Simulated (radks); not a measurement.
Sc2+, 19 electrons, occupied as [Ar] 3d1 (the NIST ground configuration). Calculated with a radial shooting solver on a logarithmic mesh with Libxc functionals: Dirac Kohn-Sham, Slater X-alpha with alpha = 0.561, spin-unpolarised, spherical densities, point nucleus; open shells are shared between the two j in proportion to 2j + 1.

Spin-orbit splittings of the eigenvalues, e(l+1/2) - e(l-1/2), with zeta = 2 splitting/(2l+1) and mean radii in bohr:

shell  occ.  splitting (eV)  zeta (eV)  <r> j=l-1/2  <r> j=l+1/2
2p        6               ?          ?       0.3083       0.3110
3p        6          0.5042     0.3361        1.177        1.185
3d        1         0.03194    0.01278        1.683        1.686

Estimate the 2p splitting.

Answer. 4.551 eV (zeta = 3.034 eV).
